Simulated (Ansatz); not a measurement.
Ansatz (a quantum-chemistry and plane-wave program) input (HF/6-31G* with LANL2DZ past Ar): The .json file joins the Basis Set Exchange's 6-31G* for atoms up to Ar and LANL2DZ past it.

Ansatz 0.2 input:
```yaml
crystal:
  periodic: [false, false, false]
  atoms:
    - {symbol: C, position_ang: [-2.16463315, 1.39413904, 0.48628525]}
    - {symbol: C, position_ang: [-1.42657991, 0.30444310, 0.60709466]}
    - {symbol: C, position_ang: [-2.00401250, -1.08165055, 0.47563345]}
    - {symbol: C, position_ang: [0.03908455, 0.40326859, 0.91965104]}
    - {symbol: Se, position_ang: [1.26026464, -0.15092225, -0.58011251]}
    - {symbol: H, position_ang: [-3.21923528, 1.34128509, 0.28191696]}
    - {symbol: H, position_ang: [-1.74456837, 2.37999918, 0.58202634]}
    - {symbol: H, position_ang: [-1.56510599, -1.60823988, -0.36613603]}
    - {symbol: H, position_ang: [-1.80323026, -1.67089456, 1.36736027]}
    - {symbol: H, position_ang: [-3.07621692, -1.04679471, 0.32817444]}
    - {symbol: H, position_ang: [0.33238449, 1.42128510, 1.12668273]}
    - {symbol: H, position_ang: [0.31252742, -0.20962953, 1.76741164]}
    - {symbol: H, position_ang: [1.25129315, -1.59685539, -0.29559730]}
basis:
  gaussian:
    orbitals: 6-31Gs+LANL2DZ.json
hamiltonian:
  xc: {name: HF}
phonons: {temperatures: {t_min: 298.15, t_max: 298.15, t_step: 100}}
```

Output:

```
Functional definition: HF
integrals: 0.04 GiB planned
1074 factors; integrals over basis functions are off by at most 4.0e-4 eV
mean field: 0.22 GiB planned
mean field evaluation 1: about -4490.1880 eV, gradient 2.7e1 eV
mean field evaluation 2: about -4490.3173 eV, gradient 2.7e1 eV
mean field evaluation 4: about -4492.6802 eV, gradient 2.7e0 eV
mean field evaluation 8: about -4492.7048 eV, gradient 1.4e-1 eV
mean field -4492.70495227 eV, -165.1038617313 hartree, gradient 1.5e-5 eV, S^2 0.000000; 0 other end points of the search recorded, 0 dependent functions left out
the calculation of the forces begins
reference -4492.70495227 eV, -165.1038617313 hartree; 19, 19 occupied and 65, 65 virtual orbitals, 1074 factors
these checks for a lower state are left out or cut short: stability, starts, cluster_reference, orbital_swaps, neighbouring_geometries, increment
integrals: 0.04 GiB planned
1074 factors; integrals over basis functions are off by at most 4.0e-4 eV
mean field: 0.22 GiB planned
mean field evaluation 16: about -4492.7047 eV, gradient 4.1e-4 eV
mean field -4492.70470523 eV, -165.1038526528 hartree, gradient 4.4e-6 eV, S^2 0.000000; 0 other end points of the search recorded, 0 dependent functions left out
the calculation of the forces begins
reference -4492.70470523 eV, -165.1038526528 hartree; 19, 19 occupied and 65, 65 virtual orbitals, 1074 factors
these checks for a lower state are left out or cut short: stability, starts, cluster_reference, orbital_swaps, neighbouring_geometries, increment
integrals: 0.04 GiB planned
1074 factors; integrals over basis functions are off by at most 4.0e-4 eV
mean field: 0.22 GiB planned
mean field -4492.70471509 eV, -165.1038530150 hartree, gradient 4.5e-6 eV, S^2 0.000000; 0 other end points of the search recorded, 0 dependent functions left out
the calculation of the forces begins
reference -4492.70471509 eV, -165.1038530150 hartree; 19, 19 occupied and 65, 65 virtual orbitals, 1074 factors
these checks for a lower state are left out or cut short: stability, starts, cluster_reference, orbital_swaps, neighbouring_geometries, increment
integrals: 0.04 GiB planned
1074 factors; integrals over basis functions are off by at most 4.0e-4 eV
mean field: 0.22 GiB planned
mean field -4492.70468083 eV, -165.1038517560 hartree, gradient 4.1e-6 eV, S^2 0.000000; 0 other end points of the search recorded, 0 dependent functions left out
the calculation of the forces begins
reference -4492.70468083 eV, -165.1038517560 hartree; 19, 19 occupied and 65, 65 virtual orbitals, 1074 factors
these checks for a lower state are left out or cut short: stability, starts, cluster_reference, orbital_swaps, neighbouring_geometries, increment
integrals: 0.04 GiB planned
1074 factors; integrals over basis functions are off by at most 4.0e-4 eV
mean field: 0.22 GiB planned
mean field evaluation 32: about -4492.7046 eV, gradient 1.5e-1 eV
mean field -4492.70467086 eV, -165.1038513895 hartree, gradient 5.4e-6 eV, S^2 0.000000; 0 other end points of the search recorded, 0 dependent functions left out
the calculation of the forces begins
reference -4492.70467086 eV, -165.1038513895 hartree; 19, 19 occupied and 65, 65 virtual orbitals, 1074 factors
these checks for a lower state are left out or cut short: stability, starts, cluster_reference, orbital_swaps, neighbouring_geometries, increment
integrals: 0.04 GiB planned
1074 factors; integrals over basis functions are off by at most 4.0e-4 eV
mean field: 0.22 GiB planned
mean field -4492.70490306 eV, -165.1038599228 hartree, gradient 2.5e-6 eV, S^2 0.000000; 0 other end points of the search recorded, 0 dependent functions left out
the calculation of the forces begins
reference -4492.70490306 eV, -165.1038599228 hartree; 19, 19 occupied and 65, 65 virtual orbitals, 1074 factors
these checks for a lower state are left out or cut short: stability, starts, cluster_reference, orbital_swaps, neighbouring_geometries, increment
integrals: 0.04 GiB planned
1074 factors; integrals over basis functions are off by at most 4.0e-4 eV
mean field: 0.22 GiB planned
mean field -4492.70490447 eV, -165.1038599746 hartree, gradient 1.5e-6 eV, S^2 0.000000; 0 other end points of the search recorded, 0 dependent functions left out
the calculation of the forces begins
reference -4492.70490447 eV, -165.1038599746 hartree; 19, 19 occupied and 65, 65 virtual orbitals, 1074 factors
these checks for a lower state are left out or cut short: stability, starts, cluster_reference, orbital_swaps, neighbouring_geometries, increment
integrals: 0.04 GiB planned
1074 factors; integrals over basis functions are off by at most 4.0e-4 eV
mean field: 0.22 GiB planned
mean field -4492.70473725 eV, -165.1038538294 hartree, gradient 3.3e-6 eV, S^2 0.000000; 0 other end points of the search recorded, 0 dependent functions left out
[...]
mean field: 0.22 GiB planned
mean field -4492.70492601 eV, -165.1038607659 hartree, gradient 2.6e-6 eV, S^2 0.000000; 0 other end points of the search recorded, 0 dependent functions left out
the calculation of the forces begins
reference -4492.70492601 eV, -165.1038607659 hartree; 19, 19 occupied and 65, 65 virtual orbitals, 1074 factors
these checks for a lower state are left out or cut short: stability, starts, cluster_reference, orbital_swaps, neighbouring_geometries, increment
integrals: 0.04 GiB planned
1074 factors; integrals over basis functions are off by at most 4.0e-4 eV
mean field: 0.22 GiB planned
mean field evaluation 416: about -4492.7049 eV, gradient 5.7e-2 eV
mean field -4492.70492722 eV, -165.1038608105 hartree, gradient 2.6e-6 eV, S^2 0.000000; 0 other end points of the search recorded, 0 dependent functions left out
the calculation of the forces begins
reference -4492.70492722 eV, -165.1038608105 hartree; 19, 19 occupied and 65, 65 virtual orbitals, 1074 factors
these checks for a lower state are left out or cut short: stability, starts, cluster_reference, orbital_swaps, neighbouring_geometries, increment
integrals: 0.04 GiB planned
1074 factors; integrals over basis functions are off by at most 4.0e-4 eV
mean field: 0.22 GiB planned
mean field -4492.70490344 eV, -165.1038599366 hartree, gradient 1.5e-6 eV, S^2 0.000000; 0 other end points of the search recorded, 0 dependent functions left out
the calculation of the forces begins
reference -4492.70490344 eV, -165.1038599366 hartree; 19, 19 occupied and 65, 65 virtual orbitals, 1074 factors
these checks for a lower state are left out or cut short: stability, starts, cluster_reference, orbital_swaps, neighbouring_geometries, increment
integrals: 0.04 GiB planned
1074 factors; integrals over basis functions are off by at most 4.0e-4 eV
mean field: 0.22 GiB planned
mean field -4492.70490094 eV, -165.1038598449 hartree, gradient 1.6e-6 eV, S^2 0.000000; 0 other end points of the search recorded, 0 dependent functions left out
the calculation of the forces begins
reference -4492.70490094 eV, -165.1038598449 hartree; 19, 19 occupied and 65, 65 virtual orbitals, 1074 factors
these checks for a lower state are left out or cut short: stability, starts, cluster_reference, orbital_swaps, neighbouring_geometries, increment
integrals: 0.04 GiB planned
1074 factors; integrals over basis functions are off by at most 4.0e-4 eV
mean field: 0.22 GiB planned
mean field -4492.70487624 eV, -165.1038589370 hartree, gradient 1.9e-6 eV, S^2 0.000000; 0 other end points of the search recorded, 0 dependent functions left out
the calculation of the forces begins
reference -4492.70487624 eV, -165.1038589370 hartree; 19, 19 occupied and 65, 65 virtual orbitals, 1074 factors
these checks for a lower state are left out or cut short: stability, starts, cluster_reference, orbital_swaps, neighbouring_geometries, increment
integrals: 0.04 GiB planned
1074 factors; integrals over basis functions are off by at most 4.0e-4 eV
mean field: 0.22 GiB planned
mean field -4492.70487585 eV, -165.1038589228 hartree, gradient 1.8e-6 eV, S^2 0.000000; 0 other end points of the search recorded, 0 dependent functions left out
the calculation of the forces begins
reference -4492.70487585 eV, -165.1038589228 hartree; 19, 19 occupied and 65, 65 virtual orbitals, 1074 factors
these checks for a lower state are left out or cut short: stability, starts, cluster_reference, orbital_swaps, neighbouring_geometries, increment
integrals: 0.04 GiB planned
1074 factors; integrals over basis functions are off by at most 4.0e-4 eV
mean field: 0.22 GiB planned
mean field evaluation 448: about -4492.7049 eV, gradient 6.6e-5 eV
mean field -4492.70494839 eV, -165.1038615884 hartree, gradient 2.1e-6 eV, S^2 0.000000; 0 other end points of the search recorded, 0 dependent functions left out
the calculation of the forces begins
reference -4492.70494839 eV, -165.1038615884 hartree; 19, 19 occupied and 65, 65 virtual orbitals, 1074 factors
these checks for a lower state are left out or cut short: stability, starts, cluster_reference, orbital_swaps, neighbouring_geometries, increment
integrals: 0.04 GiB planned
1074 factors; integrals over basis functions are off by at most 4.0e-4 eV
mean field: 0.22 GiB planned
mean field -4492.70494994 eV, -165.1038616455 hartree, gradient 2.1e-6 eV, S^2 0.000000; 0 other end points of the search recorded, 0 dependent functions left out
the calculation of the forces begins
reference -4492.70494994 eV, -165.1038616455 hartree; 19, 19 occupied and 65, 65 virtual orbitals, 1074 factors
these checks for a lower state are left out or cut short: stability, starts, cluster_reference, orbital_swaps, neighbouring_geometries, increment
integrals: 0.04 GiB planned
1074 factors; integrals over basis functions are off by at most 4.0e-4 eV
mean field: 0.22 GiB planned
mean field -4492.70488846 eV, -165.1038593861 hartree, gradient 3.2e-6 eV, S^2 0.000000; 0 other end points of the search recorded, 0 dependent functions left out
the calculation of the forces begins
reference -4492.70488846 eV, -165.1038593861 hartree; 19, 19 occupied and 65, 65 virtual orbitals, 1074 factors
these checks for a lower state are left out or cut short: stability, starts, cluster_reference, orbital_swaps, neighbouring_geometries, increment
integrals: 0.04 GiB planned
1074 factors; integrals over basis functions are off by at most 4.0e-4 eV
mean field: 0.22 GiB planned
mean field -4492.70488510 eV, -165.1038592626 hartree, gradient 3.1e-6 eV, S^2 0.000000; 0 other end points of the search recorded, 0 dependent functions left out
the calculation of the forces begins
reference -4492.70488510 eV, -165.1038592626 hartree; 19, 19 occupied and 65, 65 virtual orbitals, 1074 factors
these checks for a lower state are left out or cut short: stability, starts, cluster_reference, orbital_swaps, neighbouring_geometries, increment
integrals: 0.04 GiB planned
1074 factors; integrals over basis functions are off by at most 4.0e-4 eV
mean field: 0.22 GiB planned
mean field -4492.70494596 eV, -165.1038614992 hartree, gradient 2.5e-6 eV, S^2 0.000000; 0 other end points of the search recorded, 0 dependent functions left out
the calculation of the forces begins
reference -4492.70494596 eV, -165.1038614992 hartree; 19, 19 occupied and 65, 65 virtual orbitals, 1074 factors
these checks for a lower state are left out or cut short: stability, starts, cluster_reference, orbital_swaps, neighbouring_geometries, increment
integrals: 0.04 GiB planned
1074 factors; integrals over basis functions are off by at most 4.0e-4 eV
mean field: 0.22 GiB planned
mean field evaluation 480: about -4492.7049 eV, gradient 2.3e-6 eV
mean field -4492.70494381 eV, -165.1038614201 hartree, gradient 2.3e-6 eV, S^2 0.000000; 0 other end points of the search recorded, 0 dependent functions left out
the calculation of the forces begins
reference -4492.70494381 eV, -165.1038614201 hartree; 19, 19 occupied and 65, 65 virtual orbitals, 1074 factors
Total energy: -4492.70495227 eV, -165.1038617313 hartree
Atom 0 at    -2.164633     1.394139     0.486285 Å, force    -0.002200     0.001999    -0.000278 eV/Å
Atom 1 at    -1.426580     0.304443     0.607095 Å, force    -0.001221    -0.000034     0.000044 eV/Å
Atom 2 at    -2.004012    -1.081651     0.475633 Å, force     0.000644     0.000111    -0.000538 eV/Å
Atom 3 at     0.039085     0.403269     0.919651 Å, force     0.000266     0.000230     0.000030 eV/Å
Atom 4 at     1.260265    -0.150922    -0.580113 Å, force     0.000593    -0.000573    -0.000993 eV/Å
Atom 5 at    -3.219235     1.341285     0.281917 Å, force     0.001092    -0.001026     0.000512 eV/Å
Atom 6 at    -1.744568     2.379999     0.582026 Å, force     0.001036    -0.001350     0.000138 eV/Å
Atom 7 at    -1.565106    -1.608240    -0.366136 Å, force    -0.000073     0.000117     0.000819 eV/Å
Atom 8 at    -1.803230    -1.670895     1.367360 Å, force    -0.000339     0.000428    -0.000274 eV/Å
Atom 9 at    -3.076217    -1.046795     0.328174 Å, force     0.000325    -0.000316    -0.000252 eV/Å
Atom 10 at     0.332384     1.421285     1.126683 Å, force     0.000419    -0.000873     0.000361 eV/Å
Atom 11 at     0.312527    -0.209630     1.767412 Å, force    -0.000232     0.000511    -0.000007 eV/Å
Atom 12 at     1.251293    -1.596855    -0.295597 Å, force    -0.000311     0.000775     0.000438 eV/Å
Dipole moment:    -0.233664    -0.105302     0.289035 e Å
Vibrations: 82.90 135.17 183.74 204.30 399.96 431.28 510.29 646.41 751.96 819.88 881.75 998.28 1060.17 1069.08 1133.92 1173.57 1292.16 1374.61 1426.24 1562.50 1587.71 1613.42 1630.29 1644.53 1879.39 2433.50 3197.50 3251.69 3273.87 3290.49 3332.24 3339.16 3408.15 cm⁻¹, zero-point energy 3.100852 eV
```

The blocks after the first are displaced geometries, from whose forces the wavenumbers follow.
